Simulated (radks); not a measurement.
Values are calculated unless marked as measured or tabulated.
Problem. The table gives one normalised radial function P(r) = r R(r) of Tl4+ in [Xe] 4f14 5d9 (r in bohr). Code: a radial shooting solver on a logarithmic mesh with Libxc functionals. Model: scalar-relativistic Kohn-Sham, r2SCAN, spin-polarised, spherical densities, finite nucleus; open shells are filled with parallel spins first (spin-orbit coupling, left out, can overturn this in heavy ions); meta-GGA in the generalised Kohn-Sham scheme; Fermi nuclear charge, rms radius 5.4759 fm.

r,P
0.0007179,0.0016
0.0009499,0.0025
0.001257,0.0040
0.001663,0.0063
0.0022,0.0100
0.002911,0.0157
0.003852,0.0246
0.005097,0.0383
0.006744,0.0588
0.008923,0.0886
0.01181,0.1298
0.01562,0.1826
0.02067,0.2422
0.02735,0.2943
0.03618,0.3111
0.04788,0.2533
0.06335,0.0892
0.08382,-0.1638
0.1109,-0.3929
0.1467,-0.4053
0.1942,-0.0788
0.259,0.4336
0.3426,0.6387
0.4533,0.2309
0.5998,-0.5530
0.7936,-1.1176
1.05,-1.1058
1.389,-0.6982
1.838,-0.2885
2.432,-0.0729
3.218,-0.0100
4.258,-0.0006

Which n and l does it have? It may be an empty orbital.

Solution. n = 5, l = 1: the number of nodes gives n - l - 1 = 3, the rise at small r (about r^(l+1), flatter next to the nucleus through relativity) gives l, and the extent must fit the shell. The curve is that of 5p up; the table hardly tells the two spins apart. 5p up: eigenvalue -124.15 eV, 3 radial nodes at r = 0.0704, 0.203, 0.495 bohr, <r> = 1.00 bohr, 90 % of the charge inside 1.44 bohr.
